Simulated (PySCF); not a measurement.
# What a mistake does to a calculation on AlBCGeH4

Calculated results; nothing here was measured. The program is PySCF 2.14.0, an open-source quantum chemistry code, run on an isolated molecule that a program drew, which may never have been made. The molecule is AlBCGeH4 (charge 0, singlet), drawn as the SMILES string `[Al][CH]=[B][GeH3]`.

Each row is a Hartree-Fock (HF) and frozen-core CCSD(T) single point in the cc-pV(D+d)Z basis, meant for a local HF minimum. Run 1 is clean. Each other run has one planted mistake out of seven kinds, and not every kind appears here: one electron removed, one electron added, multiplicity raised by two, geometry at a saddle point, minimal basis STO-3G, one bond length entered in bohr, all coordinates scaled. The reference is restricted for singlets and unrestricted otherwise, and also for a bond in bohr. Adding or removing an electron swaps singlet and doublet. Electrons count all cores. HOMO and LUMO are orbital energies over both spins, the gradient is its largest component, and the lowest frequency (negative if imaginary) is given only where the gradient is small. Bond lengths are over the 7 bonds as drawn. T1 is the CCSD diagnostic: over 0.02 (restricted) or 0.045 (unrestricted) a single reference is doubtful. Germanium has the cc-pVDZ-PP basis, with a core potential (ECP10MDF) in place of its 10 inner electrons, and its 3s, 3p and 3d shells are frozen in CCSD(T).

Geometry of the clean run:
```xyz
8
AlBCGeH4, angstrom
Al   -1.1553    2.6782   -0.7490
C    -2.0326    0.9898   -0.1518
B    -1.1594    0.0512    0.3246
Ge    0.3775   -1.1505    0.9787
H    -3.1112    1.0093   -0.2739
H     0.4313   -2.4463    0.1685
H     1.6917   -0.3855    0.7898
H     0.2045   -1.4910    2.4594
```

| run | electrons | basis functions | <S^2> | HOMO (eV) | LUMO (eV) | gradient (hartree/bohr) | lowest frequency (cm^-1) | mean bond (Å) | longest bond (Å) | T1 | HF (hartree) | CCSD(T) (hartree) | mistake |
|---|---|---|---|---|---|---|---|---|---|---|---|---|---|
| 1 | 60 | 94 | 0.000 | -7.73 | 1.01 | 3.0e-05 | 54 | 1.5851 | 2.058 | 0.0203 | -600.10905 | -600.53127 | no fault |
| 2 | 60 | 94 | 0.000 | -7.82 | 0.90 | 4.1e-02 | - | 1.6850 | 2.187 | 0.0219 | -600.08387 | -600.51469 | all coordinates scaled |
| 3 | 59 | 94 | 0.776 | -14.30 | -5.98 | 4.3e-02 | - | 1.5851 | 2.058 | 0.0199 | -599.85895 | -600.24260 | one electron removed |
| 4 | 60 | 94 | 2.008 | -6.14 | 0.12 | 1.9e-02 | - | 1.5851 | 2.058 | 0.0291 | -600.05817 | -600.45427 | multiplicity raised by two |
| 5 | 60 | 94 | 1.005 | -5.93 | 0.59 | 2.6e-02 | - | 1.8386 | 3.769 | 0.0870 | -600.00975 | -600.41287 | ? |
| 6 | 61 | 94 | 0.785 | -0.02 | 6.12 | 3.0e-02 | - | 1.5851 | 2.058 | 0.0394 | -600.09023 | -600.53140 | ? |

**Which mistake was planted in run 5, and what did it cost?**

The mean bond changes by a factor of 1.160 and the longest by 1.831, so the molecule wasn't scaled as a whole. A length L in bohr read as angstrom grows by (1/0.5292 - 1) L = 0.890 L. The 7 bonds together grew by 7 x 0.2535 = 1.775 Å, which gives L = 1.994 Å. That is bond Al1-C2, 1.994 Å in the clean geometry. So the mistake is: one bond length entered in bohr. Subtracting run 1 and multiplying by 627.51 kcal/mol a hartree, the energy moved by 62.3 kcal/mol in HF and 74.3 kcal/mol in CCSD(T).

**Which mistake was planted in run 6, and what did it cost?**

It counts 61 electrons, one more than the clean run, at the same geometry and basis. So the mistake is: one electron added. Subtracting run 1 and multiplying by 627.51 kcal/mol a hartree, the energy moved by 11.8 kcal/mol in HF and -0.1 kcal/mol in CCSD(T).

Cautions from the logs. Run 1: T1 is over the limit, so its CCSD(T) energy is less reliable; run 2: T1 is over the limit, so its CCSD(T) energy is less reliable; run 5: T1 is over the limit, so its CCSD(T) energy is less reliable.
